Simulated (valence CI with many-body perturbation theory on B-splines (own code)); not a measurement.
## Zn XVIII: key properties

Calculated by relativistic CI+MBPT: three valence electrons over a frozen Dirac-Fock core [Ne], radial functions for each j: 9 s, 9 p, 8 d, 6 f, 3 g, 1 h, with the one-electron correlation potential Σ1 (screened to all orders), the two-electron term Σ2, the three-electron term Σ3, Breit, model QED; selected single and double excitations, second order for the rest, scaled by the run's own slope (own B-spline code, finite nucleus).

No measured spectrum was set against this ion. As an estimate, levels of excited configurations hold to 0.05 to 0.15 % of their energy, terms of the ground configuration to about 0.5 %.

Names give the largest LS component (configuration and term), which can be under half, so a name can repeat, a term be missing and a line seem to break the LS rules; names also repeat where a configuration has a term twice.

Rates and lifetimes use the calculated energies. Strong lines usually hold to 10 to 20 %, long lifetimes can be off by a factor of two.

**Question.** What is the ground level?

**Answer.** 3s2 3p 2P°_1/2, composition 98 % 3s2 3p 2P°, g = 0.664.

**Question.** How well does LS coupling describe the low levels?

**Answer.** Among the lowest 20 levels the leading LS term, summed over configurations, holds 91 % on average. For single configurations the figures are 83 % in LS and 69 % in jj coupling. Terms mix most in the J = 1/2 level at 472970 cm⁻¹, where the leading one holds 55 %.

**Question.** What are the static dipole polarisabilities of the lowest levels?

**Answer.** 3s2 3p 2P°_1/2 0.169; 3s2 3p 2P°_3/2 0.172 (tensor 0.017) bohr³, of which the core gives 0.00282.

**Question.** Among levels below 997750 cm⁻¹, which E1 lines absorb most strongly from the ground level?

**Answer.** to 3s2 3d 2D_3/2 at 16.41 nm, f = 0.382; to 3s 3p2 2S_1/2 at 21.14 nm, f = 0.230; to 3s 3p2 2P_3/2 at 19.06 nm, f = 0.129.

**Question.** How is the term 2P° of the ground level split?

**Answer.** J = 1/2 at 0, J = 3/2 at 39500 cm⁻¹.

**Question.** Where does the other parity begin?

**Answer.** At 3s 3p2 4P_1/2, 295210 cm⁻¹.

**Question.** What is the ionisation energy?

**Answer.** 617.63 eV; NIST lists 613.3 ± 2.4 eV (semi-empirical).
